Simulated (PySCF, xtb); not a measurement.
H6MgO2Si2, SMILES [SiH3][O][Mg][O][SiH3].

GFN2-xTB (xtb) at its own geometry gives an orbital gap of 1.64 eV and a dipole moment of 2.81 D.

Geometry optimised at PBE0-D3(BJ)/def2-SVP. The structure was generated by enumeration; whether it is a known compound was not checked. Other conformers were not sampled.

Problem. What does PySCF with PBE/def2-TZVP give? (Estimate from the structure and the level; the computed values follow.)

Solution. gap 4.36 eV (levels -6.78 and -2.42 eV), dipole 0.00 D.
